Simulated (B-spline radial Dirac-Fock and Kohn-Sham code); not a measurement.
**Photoemission from Co at Cu Kα (8047.8 eV), detector at θ = 54.7°, φ = 180°**

System: the free cobalt atom in the configuration [Ar] 3d7 4s2. Model: Dirac-Hartree-Slater photoionisation with a Latter tail; cross sections with all multipoles, angular parameters from the dipole term and its interference with E2. Program: a radial B-spline solver. Thresholds are tabulated edges, those marked * orbital energies of the model. For linearly polarised light dσ/dΩ = σ/(4π) [1 + β P₂(cos θ) + (δ + γ cos²θ) sin θ cos φ], with θ from the polarisation vector and φ the angle between the beam and the projection of the electron momentum on the plane normal to the polarisation. The dipole factor is 1 + βP₂ and the non-dipole term is the rest of the bracket. Open shells are filled statistically over j.

```csv
subshell,threshold (eV),σ (kb),β,γ,δ,dipole factor,non-dipole term,dσ/dΩ (kb/sr)
1s,7709.0,27.7,2.00,-0.16,0.000,1.002,+0.042,2.30
2s,925.1,1.97,2.00,1.19,0.000,1.002,-0.323,0.106
2p1/2,793.2,0.513,0.89,1.34,0.166,1.001,-0.500,0.0204
2p3/2,778.1,0.948,0.88,1.34,0.166,1.001,-0.500,0.0378
3s,101.0,0.284,2.00,1.27,0.000,1.002,-0.345,0.0149
3p1/2,73.34*,0.0661,0.84,1.31,0.167,1.001,-0.494,0.00267
3p3/2,71.39*,0.122,0.83,1.31,0.167,1.001,-0.494,0.00492
3d3/2,13.10*,0.00174,0.35,0.98,0.450,1.000,-0.633,5.09e-05
3d5/2,12.88*,0.00249,0.36,0.98,0.452,1.000,-0.636,7.21e-05
4s,7.50*,0.0171,2.00,1.27,0.000,1.002,-0.347,0.000889
```

Values without a named source are computed, but for edge energies of neutral atoms, which are taken from tables.
